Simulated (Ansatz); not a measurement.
Single points on W₂O₅⁻.

```yaml
crystal:
  periodic: [false, false, false]
  atoms:
    - {symbol: W, position_ang: [0.211136, 0.849728, 0.004479]}
    - {symbol: W, position_ang: [-1.656100, -1.193592, -0.082304]}
    - {symbol: O, position_ang: [1.716953, -0.333776, -0.416179]}
    - {symbol: O, position_ang: [1.912013, 1.010850, -0.970046]}
    - {symbol: O, position_ang: [0.239784, 1.533773, 1.600666]}
    - {symbol: O, position_ang: [-0.912846, -2.602144, 0.591570]}
    - {symbol: O, position_ang: [-1.510949, 0.735161, -0.728186]}
basis:
  gaussian: {orbitals: def2-TZVPD, initial_orbitals: start.molden}
total_charge: -1
magnetization: {spin_polarized: true, initial_magnetization: 1}
hamiltonian: {xc: pbe}
correlation: {method: rpa}
scf: {omitted_lower_state_checks: [starts]}
```

The file start.molden holds the orbitals of an earlier run on this structure, at another level or in another basis.

```sh
$ ansatz run in.yaml --threads 4 --pin off --events-out ev --progress --plain --max-ram 4787MiB
```

Shortened log:

```
Functional definition: PBE
1992 factors; integrals over basis functions are off by at most 8.9e-4 eV
mean field evaluation 1: about -13888.3088 eV, gradient 9.2e0 eV
mean field evaluation 2: about -13888.6277 eV, gradient 4.5e-1 eV
mean field evaluation 4: about -13888.6386 eV, gradient 2.3e-1 eV
mean field evaluation 8: about -13888.6396 eV, gradient 3.0e-4 eV
mean field -13888.63959988 eV, -510.3980912376 hartree, gradient 3.0e-6 eV, S^2 1.339417; 0 other end points of the search recorded, 0 dependent functions left out
5 core orbitals not correlated: weight in the atoms' cores, before any rotation towards them, 1.000 or more for the frozen orbitals, at most 0.000 for the correlated occupied ones
reference -13800.68769120 eV, -507.1659182096 hartree; 30, 29 occupied and 251, 252 virtual orbitals, 1992 factors
Total energy: -13879.34782325 eV, -510.0566247447 hartree
Checks for a lower state left out: starts
```

Run time 28 s (4 threads of Arm Neoverse V2 on a shared host), peak host memory 1.3 GiB.

The first input with `hamiltonian: {xc: {name: PBE-QIDH}}` and without the key `correlation` (abridged; 30 s):

```
Functional definition: PBE-QIDH
mean field -13854.48804491 eV, -509.1430447413 hartree, gradient 7.4e-6 eV, S^2 1.880258
5 core orbitals not correlated: weight in the atoms' cores, before any rotation towards them, 1.000 or more for the frozen orbitals, at most 0.000 for the correlated occupied ones
second order -63.21022540 eV of doubles, -0.00000000 eV of singles
Total energy: -13875.55814228 eV, -509.9173565375 hartree
Checks for a lower state left out: starts
```

As the first input, with `correlation: {method: mp2}`, `output: {orbitals: {seedname: orbitals}}` and without the key `hamiltonian` (abridged; 19 s):

```
Functional definition: HF
mean field -13805.61618042 eV, -507.3470368476 hartree, gradient 2.1e-6 eV, S^2 2.101166
5 core orbitals not correlated: weight in the atoms' cores, before any rotation towards them, 1.000 or more for the frozen orbitals, at most 0.000 for the correlated occupied ones
second order -54.53439677 eV of doubles, -0.00000000 eV of singles
Total energy: -13860.15057718 eV, -509.3511389640 hartree
Checks for a lower state left out: starts
```

As the first input, with `hamiltonian: {xc: {name: wB97M-V}}`, `output: {orbitals: {seedname: orbitals}}` and without the key `correlation` (abridged; 2.6 min):

```
Functional definition: wB97M-V
mean field -13887.70802447 eV, -510.3638564728 hartree, gradient 6.2e-6 eV, S^2 1.619099
Total energy: -13887.70809689 eV, -510.3638591342 hartree
Checks for a lower state left out: starts
```

First input, but with `hamiltonian: {xc: pbe, dispersion: d4}`, `output: {forces: true, orbitals: {seedname: orbitals}}` and without the key `correlation` (abridged; 13 s):

```
Functional definition: PBE
mean field evaluation 16: about -13888.6397 eV, gradient 8.2e-6 eV
mean field -13888.63968838 eV, -510.3980944898 hartree, gradient 8.2e-6 eV, S^2 1.339419
Total energy: -13888.92319559 eV, -510.4085131876 hartree
Atom 0 force     0.479073    -0.088829     0.110419 eV/Å
Atom 1 force     0.140633     0.260043    -0.063320 eV/Å
Atom 2 force    -0.166519    -0.010128     0.115111 eV/Å
Atom 3 force    -0.188711     0.164652    -0.002463 eV/Å
Atom 4 force    -0.014423    -0.032863    -0.167695 eV/Å
Atom 5 force    -0.133855     0.103922    -0.072927 eV/Å
Atom 6 force    -0.116198    -0.396797     0.080875 eV/Å
Dipole moment:    -0.384854     0.311130    -0.316471 e Å
Checks for a lower state left out: starts
```

First input, but with `hamiltonian: {xc: r2scan, dispersion: d4}`, `output: {orbitals: {seedname: orbitals}}` and without the key `correlation` (abridged; 56 s):

```
Functional definition: r2SCAN
mean field -13893.29819213 eV, -510.5692913450 hartree, gradient 8.8e-6 eV, S^2 1.693668
Total energy: -13893.36329372 eV, -510.5716837842 hartree
Checks for a lower state left out: starts
```

First input, but with `hamiltonian: {xc: pbe0, dispersion: d4}`, `output: {orbitals: {seedname: orbitals}}` and without the key `correlation` (abridged; 22 s):

```
Functional definition: PBE0
mean field -13883.91078181 eV, -510.2243103788 hartree, gradient 1.8e-5 eV, S^2 1.638767
Total energy: -13884.15566920 eV, -510.2333098246 hartree
Checks for a lower state left out: starts
```

Geometry: PBE-D4/def2-SVPD.

In the def2 sets W takes a core potential; there is no spin–orbit coupling. Correlated methods freeze 5 core orbitals; core or outer-core shells of W are correlated, in sets that lack core-valence functions. The structure holds 1 bond(s) between oxygen atoms. At RPA@PBE/def2-TZVPD, PBE-QIDH/def2-TZVPD, MP2/def2-TZVPD, ωB97M-V/def2-TZVPD and others the charge -1 doublet is spin-contaminated (final ⟨S²⟩ up to 2.10, 0.75 for a pure state). No other spin state of charge -1 was run. The geometry of the doublet was relaxed on an unsound state (⟨S²⟩ 1.11, where a pure state has 0.75). Another isomer (doublet) lies 5.36 eV lower at PBE0-D4/def2-TZVPD; other spin states weren't run for this one.
